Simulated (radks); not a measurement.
The promethium ion Pm+, configuration [Xe] 4f6 (not the ground configuration). All-electron calculation, scalar-relativistic Kohn-Sham, PBE, spin-unpolarised, spherical densities, point nucleus. Program: a radial shooting solver on a logarithmic mesh with Libxc functionals.

Normalised radial functions P(r) = r R(r), r in bohr:

r	4p	5s	5p
0.001254	0.0032	0.0452	0.0011
0.001901	0.0066	0.0627	0.0023
0.002905	0.0136	0.0855	0.0048
0.004404	0.0277	0.1115	0.0098
0.00673	0.0562	0.1370	0.0199
0.01028	0.1110	0.1500	0.0393
0.01559	0.2053	0.1303	0.0726
0.02382	0.3513	0.0521	0.1242
0.0364	0.5144	-0.0895	0.1815
0.05518	0.5618	-0.2231	0.1970
0.08431	0.2670	-0.1864	0.0901
0.1278	-0.4036	0.1123	-0.1480
0.1953	-0.8423	0.3502	-0.2889
0.2984	-0.1036	-0.0187	0.0064
0.4524	1.1929	-0.5132	0.4212
0.6913	1.3314	-0.0373	0.1506
1.056	0.5173	0.8448	-0.6105
1.601	0.0738	0.8633	-0.8623
2.447	0.0027	0.3357	-0.4980
3.709	0.0000	0.0515	-0.1363
5.668	0.0000	0.0021	-0.0139

4p: eigenvalue -236.63 eV, 2 radial nodes at r = 0.101, 0.308 bohr, <r> = 0.629 bohr, 90 % of the charge inside 0.914 bohr. 5s: eigenvalue -43.868 eV, 4 radial nodes at r = 0.0284, 0.112, 0.295, 0.703 bohr, <r> = 1.46 bohr, 90 % of the charge inside 2.11 bohr. 5p: eigenvalue -25.201 eV, 3 radial nodes at r = 0.100, 0.297, 0.754 bohr, <r> = 1.73 bohr, 90 % of the charge inside 2.56 bohr.
